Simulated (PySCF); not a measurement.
## Correlation energy of Nb⁺ (niobium, charge +1)

Starting occupation: [Kr] 4d3 5s1, 4d5/2 with m_j = +1/2, +3/2, +5/2, 5s1/2 with m_j = +1/2. All numbers are calculated (PySCF 2.14, X2C-1e with screened-nucleus spin-orbit coupling, Gaussian nucleus, in x2c-TZVPall-2c with one added diffuse shell each of s, p, d type (9s10p8d1f, 86 functions)). Frozen: [Ar] 3d10; 12 electrons correlated; the 6 highest virtual spinors left out.

MP2 pair energies summed by pair of shells (mhartree):

| pair | energy | share (%) |
| --- | --- | --- |
| 4p-4p | -88.63 | 37.2 |
| 4d-4p | -74.17 | 31.1 |
| 4p-4s | -23.49 | 9.9 |
| 4p-5s | -16.31 | 6.8 |
| 4d-4d | -12.23 | 5.1 |
| 4d-5s | -10.15 | 4.3 |
| 4d-4s | -7.24 | 3.0 |
| 4s-4s | -4.98 | 2.1 |
| 4s-5s | -1.01 | 0.4 |

Total MP2 correlation energy: -238.23 mhartree.

The GHF reference relaxed away from the jj start to a determinant that is no pure jj level (⟨S²⟩ = 6.00, ⟨J²⟩ = 30.01); the energies belong to that determinant.

This basis was not built for core-valence correlation, so the inner-shell part is incomplete.
